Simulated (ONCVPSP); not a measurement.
## An all-electron radial function and its pseudo partner (chromium (Cr))

Columns: radius, all-electron u(r) and pseudo u(r) of the 3d shell (level -3.56 eV) of chromium in the configuration [Ne] 3s2 3p6 3d5 4s0.5 4p0.5; BLYP, scalar-relativistic, ONCV scheme, ONCVPSP 4.0.1.

```tsv
r (bohr)	all-electron	pseudo
0.082	0.0284	0.0065
0.165	0.1341	0.0457
0.248	0.2801	0.1326
0.330	0.4255	0.2709
0.413	0.5527	0.4464
0.495	0.6512	0.6129
0.578	0.7232	0.7483
0.660	0.7694	0.8380
0.742	0.7947	0.8658
0.825	0.8035	0.8410
0.908	0.7996	0.8082
0.990	0.7870	0.7875
1.072	0.7685	0.7684
1.155	0.7457	0.7457
1.238	0.7205	0.7204
1.320	0.6942	0.6942
1.402	0.6674	0.6674
1.485	0.6403	0.6402
1.568	0.6135	0.6134
1.650	0.5876	0.5876
1.733	0.5622	0.5622
1.815	0.5380	0.5379
1.898	0.5144	0.5143
1.980	0.4920	0.4920
2.062	0.4706	0.4705
2.145	0.4498	0.4498
```

Question: How many radial nodes do the two functions have?

Answer: The all-electron 3d function has n − l − 1 = 0; the pseudo-wave has 0.

Question: At about which radius was the pseudo-wave matched?

Answer: 1.10 bohr. The columns agree to 0.0005 from 0.99 bohr on; several derivatives are matched, so the curves merge somewhat inside the radius.

Question: Is the pseudo-wave norm-conserving?

Answer: Yes: the ONCV scheme keeps the norm inside the radius equal to the all-electron one, which fixes the energy derivative of the logarithmic derivative at the level.
